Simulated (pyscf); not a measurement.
H₃Si–Si(SiH₃)=Si(SiH₃)–SiH₃ (SMILES [SiH3][Si]([SiH3])=[Si]([SiH3])[SiH3]), singlet

Gas-phase minimum from PySCF at ωB97X-D3(BJ)/def2-SVP, one conformer. H₃Si–Si(SiH₃)=Si(SiH₃)–SiH₃ lies 24.1 kcal/mol over its isomer cyclic H₁₂Si₆ (SMILES [SiH3][SiH2][SiH]1[SiH2][SiH2][SiH2]1), and others may lie lower still (electronic energy, ωB97M-D3(BJ)). 

```
Si
Si 1 2.1274
Si 2 2.3167 1 120.81
H 3 1.4896 2 109.90 1 0.13
H 3 1.4929 4 109.36 2 120.89
H 3 1.4929 4 109.36 5 118.25
Si 1 2.3167 2 120.83 3 -179.96
H 7 1.4896 1 109.91 2 -0.17
H 7 1.4929 8 109.36 1 120.87
H 7 1.4929 8 109.36 9 118.25
Si 2 2.3167 1 120.80 7 0.10
H 11 1.4896 2 109.89 1 -0.13
H 11 1.4929 12 109.36 8 -120.69
H 11 1.4929 12 109.36 13 -118.25
Si 1 2.3167 2 120.82 3 -0.08
H 15 1.4896 1 109.91 2 0.33
H 15 1.4929 16 109.36 4 120.34
H 15 1.4929 16 109.36 17 118.25
```

Properties at ωB97X-D3(BJ)/def2-SVP:

| Property | Result |
|---|---|
| Harmonic wavenumbers, unscaled | 49, 58, 59, 60, 64, 72, 81, 84, 85, 100, 127, 299, 396, 475, 494, 504, 514, 541, 543, 553, 564, 566, 573, 717, 873, 877, 882, 924, 944, 945, 945, 948, 953, 957, 957, 962, 2240, 2241, 2242, 2244, 2245, 2246, 2246, 2247, 2261, 2262, 2273, 2273 cm⁻¹ |
| Zero-point energy | 65.4 kcal/mol |
| Rotational symmetry number | 4 |
| Entropy of this conformer at 298 K and 1 atm, rigid rotor and harmonic oscillator, modes under 100 cm⁻¹ raised to 100 | 492.7 J/(mol K) |
| Dipole moment | 0.00 D |

Single-point totals, which compare only within one level:

```tsv
level	total energy (hartree)
ωB97X-D3(BJ)/def2-TZVP	-1744.36584
PBE/def2-TZVP	-1743.26285
r²SCAN/def2-TZVP	-1744.01667
B3LYP-D3(BJ)/def2-TZVP	-1744.35479
PBE0-D3(BJ)/def2-TZVP	-1743.46397
M06-2X/def2-TZVP	-1744.02239
ωB97M-D3(BJ)/def2-TZVP	-1744.41780
```

The lowest mode is so soft that the shape along it may change with the basis. Soft torsions are taken as harmonic, which can shift the entropy by several J/(mol K).
